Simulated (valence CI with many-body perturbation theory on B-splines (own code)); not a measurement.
La35+: M1 decay

Calculated by valence CI with perturbative core correlation (CI+MBPT): four valence electrons over a frozen Dirac-Fock core [Ar], a basis of 7 s, 7 p, 8 d, 6 f, 4 g, 1 h functions for each j, with the one-electron correlation potential Σ1 (screened to all orders), the two-electron term Σ2, the three-electron term Σ3, Breit, model QED; selected single and double excitations, second order for the rest, scaled by the run's own slope (own B-spline code, finite nucleus).

No measured spectrum was set against this ion. As an estimate, large intervals hold to a few tenths of a per cent, small ones and those within an open d or f shell to about a per cent. Only levels of the ground parity were solved; by the run's estimate the other parity begins above the list, which can be wrong where configurations are misplaced.

Lines 51 to 100 of 120 in falling wavelength, among levels below 120.87 eV, chosen from the decays that carry over 1 % of a level's rate. Wavelengths and rates use the calculated energies. S is in atomic units (e²a₀⁴ for E2 and M2, e²a₀⁶ for E3), for M1 in squared Bohr magnetons. Weak lines are less certain than strong ones. Lines between different terms over intervals too small for the method are left out, as are lines whose strength nearly cancels. The highest levels of a list are the least certain.

Levels are named by their leading jj configuration (3d3/2^4 stands for four electrons in 3d with j = 3/2), which in mixed levels can hold well under half, so a name can repeat and another be missing. Letters in brackets count levels of one name in rising energy.

| λ vac (Å) | Upper | Lower | Type | A (s⁻¹) | S (a.u.) |
| --- | --- | --- | --- | --- | --- |
| 585.9 | (3d3/2^2 3d5/2^2) J=0 [a] | (3d3/2^3 3d5/2) J=1 | M1 | 1.95e+05 | 1.46e+00 |
| 577.0 | (3d3/2 3d5/2^3) J=5 | (3d3/2^2 3d5/2^2) J=5 | M1 | 2.46e+04 | 1.92e+00 |
| 573.8 | (3d3/2 3d5/2^3) J=3 [a] | (3d3/2^2 3d5/2^2) J=2 [a] | M1 | 8.41e+04 | 4.13e+00 |
| 572.9 | (3d3/2^2 3d5/2^2) J=4 [c] | (3d3/2^2 3d5/2^2) J=5 | M1 | 3.86e+03 | 2.42e-01 |
| 568.5 | (3d3/2 3d5/2^3) J=4 [b] | (3d3/2 3d5/2^3) J=3 [a] | M1 | 1.01e+04 | 6.17e-01 |
| 560.9 | (3d3/2^2 3d5/2^2) J=1 | (3d3/2^3 3d5/2) J=2 | M1 | 8.73e+04 | 1.71e+00 |
| 554.7 | (3d3/2 3d5/2^3) J=2 [a] | (3d3/2^2 3d5/2^2) J=2 [b] | M1 | 2.25e+04 | 7.13e-01 |
| 553.3 | (3d3/2 3d5/2^3) J=2 [a] | (3d3/2^2 3d5/2^2) J=3 [b] | M1 | 3.69e+04 | 1.16e+00 |
| 550.8 | (3d3/2^2 3d5/2^2) J=4 [b] | (3d3/2^3 3d5/2) J=3 | M1 | 9.16e+03 | 5.10e-01 |
| 550.4 | (3d3/2 3d5/2^3) J=6 | (3d3/2^2 3d5/2^2) J=5 | M1 | 4.07e+04 | 3.27e+00 |
| 542.0 | (3d3/2^2 3d5/2^2) J=2 [d] | (3d3/2^2 3d5/2^2) J=1 | M1 | 4.53e+02 | 1.34e-02 |
| 535.6 | (3d3/2 3d5/2^3) J=3 [b] | (3d3/2^2 3d5/2^2) J=2 [b] | M1 | 2.09e+04 | 8.32e-01 |
| 534.3 | (3d3/2 3d5/2^3) J=3 [b] | (3d3/2^2 3d5/2^2) J=3 [b] | M1 | 4.10e+04 | 1.62e+00 |
| 528.4 | (3d3/2^2 3d5/2^2) J=3 [b] | (3d3/2^3 3d5/2) J=3 | M1 | 4.43e+03 | 1.70e-01 |
| 527.1 | (3d3/2^2 3d5/2^2) J=2 [b] | (3d3/2^3 3d5/2) J=3 | M1 | 4.18e+02 | 1.14e-02 |
| 520.3 | (3d3/2 3d5/2^3) J=2 [b] | (3d3/2 3d5/2^3) J=3 [a] | M1 | 2.50e+04 | 6.53e-01 |
| 513.2 | (3d3/2 3d5/2^3) J=3 [b] | (3d3/2^2 3d5/2^2) J=4 [b] | M1 | 1.54e+04 | 5.41e-01 |
| 511.2 | (3d3/2^2 3d5/2^2) J=4 [b] | (3d3/2^3 3d5/2) J=4 | M1 | 5.34e+02 | 2.38e-02 |
| 507.1 | (3d3/2^2 3d5/2^2) J=2 [a] | (3d3/2^3 3d5/2) J=1 | M1 | 8.26e+04 | 2.00e+00 |
| 505.9 | (3d3/2^2 3d5/2^2) J=4 [c] | (3d3/2^2 3d5/2^2) J=3 [a] | M1 | 2.74e+04 | 1.18e+00 |
| 500.4 | (3d3/2 3d5/2^3) J=3 [c] | (3d3/2^2 3d5/2^2) J=2 [c] | M1 | 2.53e+04 | 8.22e-01 |
| 497.9 | (3d3/2 3d5/2^3) J=0 | (3d3/2^2 3d5/2^2) J=1 | M1 | 1.10e+05 | 5.05e-01 |
| 494.3 | (3d3/2 3d5/2^3) J=3 [c] | (3d3/2 3d5/2^3) J=4 [a] | M1 | 1.91e+04 | 5.99e-01 |
| 492.2 | (3d3/2 3d5/2^3) J=1 [a] | (3d3/2^2 3d5/2^2) J=2 [a] | M1 | 7.72e+04 | 1.02e+00 |
| 491.9 | (3d3/2^2 3d5/2^2) J=3 [b] | (3d3/2^3 3d5/2) J=4 | M1 | 4.31e+04 | 1.33e+00 |
| 489.5 | (3d3/2 3d5/2^3) J=1 [b] | (3d3/2^2 3d5/2^2) J=2 [c] | M1 | 3.81e+04 | 4.97e-01 |
| 476.3 | (3d3/2 3d5/2^3) J=4 [b] | (3d3/2 3d5/2^3) J=4 [a] | M1 | 7.49e+04 | 2.70e+00 |
| 468.7 | (3d3/2 3d5/2^3) J=5 | (3d3/2^2 3d5/2^2) J=4 [a] | M1 | 1.18e+04 | 4.97e-01 |
| 465.9 | (3d3/2^2 3d5/2^2) J=4 [c] | (3d3/2^2 3d5/2^2) J=4 [a] | M1 | 4.51e+04 | 1.52e+00 |
| 465.1 | (3d3/2^2 3d5/2^2) J=3 [b] | (3d3/2^3 3d5/2) J=2 | M1 | 2.83e+03 | 7.39e-02 |
| 464.2 | (3d3/2^2 3d5/2^2) J=2 [b] | (3d3/2^3 3d5/2) J=2 | M1 | 7.08e+03 | 1.31e-01 |
| 459.9 | (3d3/2 3d5/2^3) J=2 [a] | (3d3/2^2 3d5/2^2) J=1 | M1 | 3.19e+04 | 5.76e-01 |
| 446.9 | (3d3/2 3d5/2^3) J=2 [b] | (3d3/2^2 3d5/2^2) J=2 [c] | M1 | 3.38e+04 | 5.59e-01 |
| 443.8 | (3d3/2^2 3d5/2^2) J=2 [d] | (3d3/2^2 3d5/2^2) J=2 [a] | M1 | 8.34e+02 | 1.35e-02 |
| 435.3 | (3d3/2 3d5/2^3) J=1 [a] | (3d3/2^2 3d5/2^2) J=0 [a] | M1 | 9.13e+04 | 8.38e-01 |
| 396.9 | (3d3/2 3d5/2^3) J=4 [a] | (3d3/2^3 3d5/2) J=3 | M1 | 2.20e+04 | 4.59e-01 |
| 394.2 | (3d3/2 3d5/2^3) J=2 [a] | (3d3/2^2 3d5/2^2) J=3 [a] | M1 | 5.28e+04 | 6.00e-01 |
| 393.0 | (3d3/2^2 3d5/2^2) J=2 [c] | (3d3/2^3 3d5/2) J=3 | M1 | 1.09e+05 | 1.23e+00 |
| 384.4 | (3d3/2 3d5/2^3) J=3 [b] | (3d3/2^2 3d5/2^2) J=3 [a] | M1 | 1.38e+04 | 2.04e-01 |
| 377.8 | (3d3/2 3d5/2^3) J=3 [b] | (3d3/2^2 3d5/2^2) J=2 [a] | M1 | 2.80e+03 | 3.91e-02 |
| 371.8 | (3d3/2 3d5/2^3) J=1 [b] | (3d3/2^2 3d5/2^2) J=2 [b] | M1 | 3.31e+03 | 1.89e-02 |
| 366.8 | (3d3/2 3d5/2^3) J=4 [b] | (3d3/2^2 3d5/2^2) J=3 [b] | M1 | 2.62e+04 | 4.32e-01 |
| 366.7 | (3d3/2 3d5/2^3) J=3 [c] | (3d3/2^2 3d5/2^2) J=4 [b] | M1 | 4.06e+03 | 5.20e-02 |
| 363.4 | (3d3/2^2 3d5/2^2) J=2 [b] | (3d3/2^3 3d5/2) J=1 | M1 | 8.00e+03 | 7.11e-02 |
| 360.9 | (3d3/2 3d5/2^3) J=3 [b] | (3d3/2^2 3d5/2^2) J=4 [a] | M1 | 1.86e+04 | 2.26e-01 |
| 356.9 | (3d3/2^2 3d5/2^2) J=2 [c] | (3d3/2^3 3d5/2) J=2 | M1 | 1.84e+04 | 1.55e-01 |
| 349.7 | (3d3/2 3d5/2^3) J=3 [a] | (3d3/2^3 3d5/2) J=3 | M1 | 5.85e+03 | 6.49e-02 |
| 346.1 | (3d3/2 3d5/2^3) J=2 [b] | (3d3/2^2 3d5/2^2) J=3 [b] | M1 | 1.80e+04 | 1.38e-01 |
| 326.6 | (3d3/2 3d5/2^3) J=1 [b] | (3d3/2^2 3d5/2^2) J=1 | M1 | 1.98e+04 | 7.66e-02 |
| 320.8 | (3d3/2 3d5/2^3) J=3 [a] | (3d3/2^3 3d5/2) J=2 | M1 | 1.59e+04 | 1.36e-01 |
